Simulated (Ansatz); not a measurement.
Ga6N7H20⁺, a cluster cut from zinc blende GaN (hydrogen-capped). Charge 1, multiplicity 1. Geometry r2SCAN-D4/def2-SVP; atoms count from 1.

```xyz
33

N     2.034    1.324    1.584
N    -0.935   -1.234   -2.986
N    -0.496    1.959   -0.102
N     1.354   -0.300   -1.030
N     1.115   -1.612    1.811
N    -1.440   -0.948    0.112
N    -0.740    0.681    2.718
Ga    0.712   -0.086   -2.959
Ga    1.420    1.499   -0.346
Ga    1.136    0.078    2.821
Ga   -2.404   -0.811   -1.685
Ga   -1.707    0.773    0.933
Ga    0.352   -1.656   -0.079
H     2.047    2.263    2.000
H     3.032    1.086    1.545
H    -0.703   -2.233   -2.987
H    -1.349   -1.080   -3.912
H    -0.596    2.932    0.206
H    -0.888    1.967   -1.056
H     2.311   -0.648   -1.160
H     2.069   -1.989    1.765
H     0.618   -2.325    2.358
H    -2.004   -1.650    0.606
H    -0.825    1.597    3.174
H    -1.313    0.080    3.321
H     0.169    1.393   -3.003
H     1.810   -0.681   -3.890
H     2.292    2.585   -1.027
H     1.736    0.007    4.250
H    -2.652    0.737   -1.851
H    -3.499   -1.917   -1.717
H    -3.133    1.326    1.190
H     0.477   -3.118   -0.605
```

Single mean-field runs in def2-TZVP are fitted with def2-universal-jkfit.

Q: Estimate the Mulliken populations of the heavy atoms from the PBE0/def2-TZVP orbitals of Ansatz.

A: 
```
atom  charge (e)
  N1       -0.56
  N2       -0.58
  N3       -0.52
  N4       -0.46
  N5       -0.55
  N6       -0.46
  N7       -0.56
 Ga8        0.26
 Ga9        0.30
Ga10        0.36
Ga11        0.26
Ga12        0.30
Ga13        0.27
```
Mulliken values depend strongly on the basis.

Q: And the Mayer bond orders between heavy atoms (over 0.3)?

A: N1–Ga9 0.64 (2.03 Å); N1–Ga10 0.74 (1.97 Å); N2–Ga8 0.68 (2.01 Å); N2–Ga11 0.68 (2.01 Å); N3–Ga9 0.72 (1.99 Å); N3–Ga12 0.72 (1.99 Å); N4–Ga8 0.61 (2.04 Å); N4–Ga9 0.84 (1.93 Å); N4–Ga13 0.83 (1.94 Å); N5–Ga10 0.75 (1.97 Å); N5–Ga13 0.64 (2.04 Å); N6–Ga11 0.61 (2.04 Å); N6–Ga12 0.84 (1.93 Å); N6–Ga13 0.83 (1.94 Å); N7–Ga10 0.74 (1.97 Å); N7–Ga12 0.64 (2.03 Å).
